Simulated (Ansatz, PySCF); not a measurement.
Process, species as SMILES: CN(C)[SiH3] + H+ -> C[NH+](C)[SiH3]
Each molecule is optimised on its own at B3LYP-D3(BJ)/def2-TZVP (Ansatz, a quantum-chemistry and plane-wave program). Frequencies are from Ansatz or PySCF.

Property: proton affinity (enthalpy at 298 K, with B3LYP-D3(BJ) rigid-rotor harmonic-oscillator terms), positive where the reaction releases energy, in kcal/mol. Correlated levels leave the core frozen unless marked. No spin-orbit coupling. Non-relativistic. Basis-set limits of correlation are two-point, X^-3; Hartree-Fock from the larger set. [CCSD(T)-MP2]/basis is that difference in the basis named.

| level | program | proton affinity (kcal/mol) | minus last row |
|---|---|---|---|
| HF/cc-pV(D+d)Z | Ansatz | 225.2 | 4.3 |
| HF/cc-pVTZ | Ansatz | 225.3 | 4.4 |
| HF/def2-TZVPD | PySCF | 224.1 | 3.2 |
| revPBE-D4/def2-TZVPD | Ansatz + dftd4 | 218.9 | -2.0 |
| r2SCAN-D3(BJ)/def2-TZVPD | Ansatz + dftd3 | 219.7 | -1.2 |
| r2SCAN-D4/def2-TZVPD | Ansatz + dftd4 | 219.3 | -1.6 |
| PBE0/def2-TZVP | Ansatz | 219.5 | -1.4 |
| M06-2X/def2-TZVPD | PySCF | 219.3 | -1.6 |
| MP2/6-31G | Ansatz | 231.9 | 11.0 |
| MP2/cc-pVTZ | Ansatz | 221.3 | 0.4 |
| SCS-MP2/cc-pVTZ | Ansatz | 223.6 | 2.7 |
| CCSD/cc-pV(D+d)Z | Ansatz | 225.5 | 4.6 |
| CCSD(T)/6-31G* | Ansatz | 225.1 | 4.2 |
| CCSD(T) with core electrons (1s frozen past Ne)/cc-pwCVTZ | Ansatz | 222.1 | 1.2 |
| RI-MP2/CBS(cc-pV(T+d)Z,cc-pV(Q+d)Z)+[CCSD(T)-MP2]/cc-pV(T+d)Z | Ansatz | 220.9 | 0.0 |
